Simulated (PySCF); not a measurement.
C3H4Cl2Ge. Atoms are numbered in the order given.

```xyz
10

Cl     3.1078     0.1604    -0.2888
C      1.3816     0.2066    -0.2157
C      0.6299     1.0508     0.5197
Ge    -0.9681     0.2681    -0.2296
Cl    -2.2066    -0.8698     1.1331
C      0.5372    -0.7490    -1.0214
H      0.9669     1.8293     1.2040
H     -1.9192     1.0908    -1.1067
H      0.6185    -1.7954    -0.6909
H      0.6974    -0.6939    -2.1087
```
Charge 0, spin multiplicity 1.

The structure is a stationary point at PBE0-D3(BJ)/def2-SVP. The structure was generated by enumeration; whether it is a known compound was not checked.

Level of theory: PBE0-D3(BJ)/def2-SVP (PySCF 2.14.0).

Frequencies are harmonic and unscaled.

Computed normal modes with their intensities:
| mode | ν (cm⁻¹) | IR (km/mol) | moving atoms (share of kinetic energy) |
|---|---|---|---|
| 1 | 60 | 1.5 | Cl 70 %, Ge 14 %, C 13 % |
| 2 | 152 | 1.9 | C 40 %, Cl 28 %, H 19 %, Ge 12 % |
| 3 | 223 | 2.8 | C 53 %, Cl 23 %, Ge 13 %, H 11 % |
| 4 | 295 | 1.0 | C 58 %, Cl 24 %, H 10 % |
| 5 | 334 | 11.5 | Cl 54 %, Ge 32 %, C 11 % |
| 6 | 427 | 75.4 | Cl 62 %, Ge 34 % |
| 7 | 438 | 15.1 | C 54 %, H 42 % |
| 8 | 581 | 9.3 | C 58 %, H 23 %, Ge 11 % |
| 9 | 617 | 23.5 | H 94 % |
| 10 | 667 | 12.9 | C 59 %, H 22 %, Cl 11 %, Ge 9 % |
| 11 | 711 | 39.5 | H 87 %, C 11 % |
| 12 | 771 | 95.1 | H 70 %, C 28 % |
| 13 | 852 | 43.7 | C 80 %, H 16 % |
| 14 | 869 | 10.3 | H 80 %, C 20 % |
| 15 | 1019 | 15.5 | C 53 %, H 45 % |
| 16 | 1074 | 4.8 | H 79 %, C 21 % |
| 17 | 1092 | 9.6 | H 69 %, C 31 % |
| 18 | 1205 | 118.4 | C 66 %, H 33 % |
| 19 | 1416 | 7.7 | H 87 %, C 13 % |
| 20 | 1618 | 101.1 | C 96 % |
| 21 | 2179 | 118.2 | H 99 % |
| 22 | 3098 | 3.2 | H 95 % |
| 23 | 3167 | 0.3 | H 90 %, C 10 % |
| 24 | 3264 | 1.8 | H 91 %, C 9 % |
